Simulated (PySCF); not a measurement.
**First hyperpolarisability: `N#CC=C=C(C#N)C#N`, C6HN3**

Molfile (atoms numbered from 1):
```
C6HN3
     RDKit          3D

 10  9  0  0  0  0  0  0  0  0999 V2000
    3.2489    1.7188    0.1889 N   0  0  0  0  0  0  0  0  0  0  0  0
    2.5178    0.9059   -0.1936 C   0  0  0  0  0  0  0  0  0  0  0  0
    1.6410   -0.1105   -0.6827 C   0  0  0  0  0  0  0  0  0  0  0  0
    0.3796   -0.1943   -0.3428 C   0  0  0  0  0  0  0  0  0  0  0  0
   -0.8971   -0.2954   -0.0089 C   0  0  0  0  0  0  0  0  0  0  0  0
   -1.2959   -1.0742    1.1317 C   0  0  0  0  0  0  0  0  0  0  0  0
   -1.6208   -1.7031    2.0478 N   0  0  0  0  0  0  0  0  0  0  0  0
   -1.9166    0.3671   -0.7764 C   0  0  0  0  0  0  0  0  0  0  0  0
   -2.7406    0.8962   -1.3938 N   0  0  0  0  0  0  0  0  0  0  0  0
    2.0622   -0.8512   -1.3770 H   0  0  0  0  0  0  0  0  0  0  0  0
  1  2  3  0
  2  3  1  0
  3  4  2  0
  4  5  2  0
  5  6  1  0
  6  7  3  0
  5  8  1  0
  8  9  3  0
  3 10  1  0
M  END
```

Level of theory: quadratic response CAM-B3LYP/aug-cc-pVDZ first hyperpolarisability, Taylor convention, gas phase (PySCF). Geometry: PBE0-D3(BJ)/def2-SVP.

(1) Give β for the processes computed.

(2) Which lowest excitations, dipole and polarisabilities go with it?

Results:

(1) In 10⁻³⁰ esu, Taylor convention; the vector part is βᵢ = ⅓ Σⱼ (βᵢⱼⱼ + βⱼᵢⱼ + βⱼⱼᵢ); β∥ is 3/5 of the vector part along the dipole, the dipole points from − to +:
```csv
process,λ (nm),β vector norm,β∥,β HRS,depolarisation ratio
"static β(0;0,0)",∞,0.86,-0.41,0.35,5.47
"second harmonic β(−2ω;ω,ω)",1907,0.93,-0.45,0.37,5.55
"Pockels β(−ω;ω,0)",1907,0.88,-0.43,–,–
"second harmonic β(−2ω;ω,ω)",1064,1.12,-0.54,0.45,5.67
"Pockels β(−ω;ω,0)",1064,0.94,-0.45,–,–
```

(2) S1 4.96 eV (f = 0.000); S2 5.18 eV (f = 0.000); S3 5.84 eV (f = 0.487); dipole 3.59 D; isotropic α 90.0 au static, 90.4 au at 1907 nm, 91.3 au at 1064 nm, 91.7 au at 953.5 nm, 95.8 au at 532 nm.
